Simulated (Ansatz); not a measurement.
Geometry optimisation, RKS LDA/def2-SVP in Ansatz 0.2.0.

input.yaml

```yaml
crystal:
  periodic: [false, false, false]
  atoms:
    - { symbol: Al, position_ang: [0.033129, -0.199684, -0.171905] }
    - { symbol: H, position_ang: [0.026645, -0.452592, 1.37826] }
    - { symbol: "N", position_ang: [1.572003, -0.06029, -1.03658] }
    - { symbol: H, position_ang: [2.484872, -0.214018, -0.60197] }
    - { symbol: H, position_ang: [1.691519, 0.144439, -2.033274] }
    - { symbol: "N", position_ang: [-1.512469, 0.012849, -1.007446] }
    - { symbol: H, position_ang: [-2.415411, -0.019116, -0.525033] }
    - { symbol: H, position_ang: [-1.651287, 0.190396, -2.004763] }
    - { symbol: P, position_ang: [-0.091516, 2.812623, 1.559691] }
    - { symbol: H, position_ang: [1.122852, 2.838532, 2.339389] }
    - { symbol: H, position_ang: [0.667678, 2.672991, 0.336501] }
    - { symbol: H, position_ang: [-0.163115, 1.38327, 1.68033] }
basis:
  gaussian: { orbitals: def2-SVP }
hamiltonian:
  xc: lda
relax:
  f_tol: 0.03
  max_steps: 50
```

Command:

```bash
$ ansatz run input.yaml --threads 2 --pin off --max-ram 3072MiB --backend cpu --events-out ev --progress --plain --runs-dir out
```

Question: Where does it end, and by what steps?

Answer: The run converged. After 16 steps the energy has fallen by 0.175 eV; H2 moved furthest, 0.93 Å.

```csv
step,energy less start (eV),largest force component (eV/Å),accepted
0,0.0000,0.414,yes
1,-0.0500,0.111,yes
2,-0.0729,0.644,yes
3,-0.0995,0.330,yes
4,-0.1221,0.349,yes
5,-0.1396,0.087,yes
6,-0.1381,0.282,no
7,-0.1432,0.060,yes
8,-0.1476,0.131,yes
9,-0.1497,0.158,yes
10,-0.1525,0.278,yes
11,-0.1616,0.204,yes
12,-0.1680,0.210,yes
13,-0.1709,0.192,yes
14,-0.1736,0.096,yes
15,-0.1730,0.090,no
16,-0.1747,0.021,yes
```

```xyz
12
Properties=species:S:1:pos:R:3
Al 0.147 -0.417 -0.157
H 0.154 -1.346 1.138
N 1.659 -0.085 -1.025
H 2.571 -0.439 -0.722
H 1.758 0.459 -1.886
N -1.374 0.299 -0.729
H -2.278 0.140 -0.275
H -1.488 0.932 -1.526
P -0.303 2.652 0.967
H 0.583 3.356 1.879
H 0.819 1.980 0.335
H -0.483 1.578 1.914
```

Run time: 20 s on 2 threads of Arm Neoverse V2, with other jobs on the host, peak memory 0.14 GiB.
